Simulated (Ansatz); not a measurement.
`[OH][Ta]([F])([F])([F])[F]` + H–F → `[F][Ta]([F])([F])([F])[F]` + H₂O at 400 K and 1 bar (ligand exchange at a Ta–O bond).

Computed with Ansatz on PBE0-D4/def2-TZVP structures; ΔE is electronic, products minus reactants. CCSD(T)/CBS adds triple-zeta CCSD(T) − MP2 to the extrapolated MP2 energy (def2 sets, frozen cores). This one scheme is used for every species. def2 core potentials past Kr. For Ta outer-core shells are correlated without core-valence functions, which leaves a few kJ/mol of doubt a bond. Each species was taken in one conformer, which may not be the lowest.

```tsv
species	CCSD(T)/CBS energy (Eh)	H − E (kJ/mol)	S (J/(mol·K))
`[OH][Ta]([F])([F])([F])[F]`	-532.15329	93.8	405.2
H–F	-100.39570	36.5	182.2
`[F][Ta]([F])([F])([F])[F]`	-556.18140	62.3	384.3
H₂O	-76.37941	69.8	198.6
```

H − E and S are ideal-gas, rigid-rotor, harmonic terms from PBE0-D4/def2-TZVP, for one conformer and one mirror image of each species. 1 Eh = 2625.50 kJ/mol, R = 8.31446 J/(mol·K).

Task: By hand: ΔE, ΔH, ΔS and ΔG.

Result: ΔE = (-556.18140) + (-76.37941) − (-532.15329) − (-100.39570) = -0.01182 Eh = -31.0 kJ/mol. Δ(H − E) = 62.3 + 69.8 − 93.8 − 36.5 = 1.8, so ΔH = -29.2 kJ/mol. ΔS = 384.3 + 198.6 − 405.2 − 182.2 = -4.5 J/(mol·K). ΔG = -29.2 − 400 × (-4.5)/1000 = -27.4 kJ/mol.

Task: By hand: the equilibrium constant, and the temperature at which ΔG would vanish if ΔH and ΔS stayed fixed.

Result: log₁₀ K = −ΔG/(RT ln 10) = 3.6. ΔG = 0 at ΔH/ΔS = 6489 K, far beyond where these terms or the molecules hold.

The number of gas molecules stays the same, so ΔS is small and ΔH decides. A doubt of 5 kJ/mol in ΔE shifts log₁₀ K by 0.7 here. Other conformers and mirror images would add mixing entropy, several J/(mol·K) or more a flexible species. These are equilibria of isolated gas molecules and say nothing of rates. Largest T1 diagnostic: 0.018 (customary marks: 0.02 for closed shells, 0.045 for open ones).
